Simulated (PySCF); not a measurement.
# [Pb(CCH)]+ at several levels of theory

Computed with PySCF 2.14.0 (density fitting, no spin-orbit coupling) at the geometry relaxed with B3LYP:

```xyz
4
[Pb(CCH)]+ (singlet)
Pb    0.0000    0.0000   -0.1879
C     0.0000    0.0000    1.9875
C     0.0000    0.0000    3.2173
H     0.0000    0.0000    4.2985
```

```
 level                                              basis    state  HOMO (eV)  gap (eV)  charge on Pb1 (e)  dipole about the centre of mass (D)  largest force component (eV/Å)
 B3LYP     Pb def2-SVP with ECP60, C def2-SVP, H def2-SVP  singlet     -12.98      4.13               1.06                                 1.06                            0.01
r2SCAN                                           the same  singlet     -12.36      3.25               1.10                                 1.11                            0.39
  TPSS                                           the same  singlet     -12.13      2.99               1.07                                 1.20                            0.66
  PBE0                                           the same  singlet     -13.20      4.63               1.11                                 0.90                            0.23
 B3LYP  Pb def2-TZVP with ECP60, C def2-TZVP, H def2-TZVP  singlet     -12.96      4.09               1.26                                 0.94                            0.82
 B3LYP          Pb x2c-SVPall, C x2c-SVPall, H x2c-SVPall  singlet     -12.97      4.10               1.11                                 1.06                            0.42
```

Charges are Mulliken's, which hang on the basis. The relaxation used the grid (50, 194), these runs (75, 302) or, all-electron (x2c bases, spin-free X2C Hamiltonian), (99, 590).

Q: What does BP86 with Pb def2-SVP with ECP60, C def2-SVP, H def2-SVP give here?

A: state singlet, HOMO (eV) -12.28, gap (eV) 2.87, charge on Pb1 (e) 1.03, dipole about the centre of mass (D) 1.33, largest force component (eV/Å) 1.07. Time: 1.2 s on 2 threads of Arm Neoverse V2, with other jobs on the host, from an already converged density.

In the first row's basis the gap widens with exact exchange: 2.9 to 3.3 eV for BP86, TPSS, r2SCAN (none); 4.1 to 4.6 eV for B3LYP, PBE0 (a fixed share).
